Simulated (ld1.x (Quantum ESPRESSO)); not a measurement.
# What the settings do to the TM potential of Pd

Base potential:

- Element: palladium
- Generator: ld1.x (Quantum ESPRESSO) 7.5
- Type: norm-conserving Troullier–Martins (Kleinman–Bylander form)
- Functional: LDA (PZ)
- Relativity: scalar-relativistic
- Frozen core: [Ar] 3d10
- Valence charge: 18
- Reference configuration: 4s2 4p6 4d10 5s0 5p0
- Partial waves: 4s (bound): rc 1.50 bohr; 4p (bound): rc 1.10 bohr; 4d (bound): rc 1.90 bohr; 4f channel at 0.05 Ry: rc 1.95 bohr
- Local potential: the f channel
- Core correction: a·sin(br)/r model core inside 0.90 bohr

All-electron outer shells of the reference configuration (LDA (PZ), scalar-relativistic, ld1.x):

```csv
shell,level (eV),outermost node (bohr),outermost maximum (bohr)
3p,-515.83,0.15,0.34
3d,-325.96,–,0.28
4s,-85.44,0.45,0.85
4p,-51.36,0.46,0.91
4d,-4.31,0.45,1.10
5s,-3.62,1.15,2.64
5p,-0.36,1.31,4.09
```

Cutoffs, loose and tight: the cutoffs (Ry, on a coarse ladder) from which the occupation-weighted sum of valence levels, in a spherical-Bessel basis at the reference potential, stays within 10 and 1 mRy of its value at 400 Ry. They do not see the model core or the augmentation charge, which bear on the density cutoff. Test errors are all-electron minus pseudo excitation energies from the reference, over the configurations 4s2 4p6 4d9 5s0 5p0; 4s2 4p6 4d8 5s0 5p0; 4s2 4p6 4d7 5s0 5p0; 4s2 4p5 4d10 5s0 5p0; 4s2 4p6 4d9 5s0 5p1; 4s2 4p6 4d9.5 5s0 5p0; 4s1 4p6 4d10 5s0 5p0 (two spin-polarised tests are not counted in the largest error). A dash means not determined; rows that change the core or the reference have their own tests. The largest error is taken over the tests solved by every variant that gives reliable tests at all: 4s2 4p6 4d7 5s0 5p0; 4s2 4p6 4d8 5s0 5p0; 4s2 4p6 4d9 5s0 5p0; 4s2 4p6 4d9 5s0 5p1; 4s2 4p6 4d9.5 5s0 5p0.

A true bound ghost makes a file unfit for plane-wave use even where its test errors are small: the radial tests pick states by their node count and pass the ghost by. Where a test does run into it, the solver fails or the error is huge.

| change | outcome | cutoff, loose | cutoff, tight | bound ghosts | largest test error (meV) |
| --- | --- | --- | --- | --- | --- |
| base | generated | 140 Ry | 180 Ry | s | +81 |
| wave 4f channel at 0.05 Ry: rc 1.95 bohr becomes 4f channel at 0.05 Ry: rc 1.24 bohr | generated | 140 Ry | 180 Ry | s | +31 |
| wave 4f channel at 0.05 Ry: rc 1.95 bohr becomes 4f channel at 0.05 Ry: rc 1.42 bohr | generated | 140 Ry | 180 Ry | s | +29 |
| wave 4f channel at 0.05 Ry: rc 1.95 bohr becomes 4f channel at 0.05 Ry: rc 1.68 bohr | generated | 140 Ry | 180 Ry | s | +43 |
| wave 4f channel at 0.05 Ry: rc 1.95 bohr becomes 4f channel at 0.05 Ry: rc 2.00 bohr | generated | 140 Ry | 180 Ry | s | +89 |
| wave 4f channel at 0.05 Ry: rc 1.95 bohr becomes 4f channel at 0.05 Ry: rc 2.38 bohr | generated | 140 Ry | 180 Ry | none | +217 |
| wave 4f channel at 0.05 Ry: rc 1.95 bohr becomes 4f channel at 0.05 Ry: rc 2.56 bohr | generated | 140 Ry | 180 Ry | s | +236 |
| wave 4f channel at 0.05 Ry: rc 1.95 bohr becomes 4f channel at 0.05 Ry: rc 2.80 bohr | generated | 140 Ry | 180 Ry | none | +247 |
| wave 4f channel at 0.05 Ry: rc 1.95 bohr becomes 4f channel at 0.05 Ry: rc 2.88 bohr | generated | 140 Ry | 180 Ry | none | +245 |

**Question.** What comes out with this change to the base: wave 4f channel at 0.05 Ry: rc 1.95 bohr becomes 4f channel at 0.05 Ry: rc 1.82 bohr?

**Answer.** outcome: generated; cutoff, loose: 140 Ry; cutoff, tight: 180 Ry; bound ghosts: s; largest test error (meV): +59.

**Question.** What comes out with this change to the base: wave 4f channel at 0.05 Ry: rc 1.95 bohr becomes 4f channel at 0.05 Ry: rc 2.14 bohr?

**Answer.** outcome: generated; cutoff, loose: 140 Ry; cutoff, tight: 180 Ry; bound ghosts: s; largest test error (meV): +758.

Reading the sweep of the f radius (base included, trends over the rows without a ghost): Bound ghosts are found at 1.24, 1.42, 1.68, 1.82, 1.95, 2, 2.14, 2.56 bohr.
